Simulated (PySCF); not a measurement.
AlH2, SMILES [AlH2+], charge +1.

Geometry optimised at B3LYP-D3(BJ)/def2-TZVPD. The spin state was assumed, not searched. The isomer is the one that the SMILES or the coordinates give; other isomers of the formula were not compared.

These are HF/def2-TZVPD (PySCF) values and carry that method's errors.

Gas-phase values at a fixed geometry.

Task: Estimate the frontier levels, gap, dipole moment and polarisability. (An estimate is asked for; the answer gives what the named calculation found.)

Result: 
```
Property                                                          Result
------------------------------------------------  ----------------------
highest occupied level                                         -19.30 eV
lowest empty level                                              -5.23 eV
orbital gap                                                     14.06 eV
dipole moment about the centre of nuclear charge                  0.00 D
mean static polarisability                          19.5 bohr³ (2.88 Å³)
polarisability, principal values                  17.2, 17.2, 23.9 bohr³
```
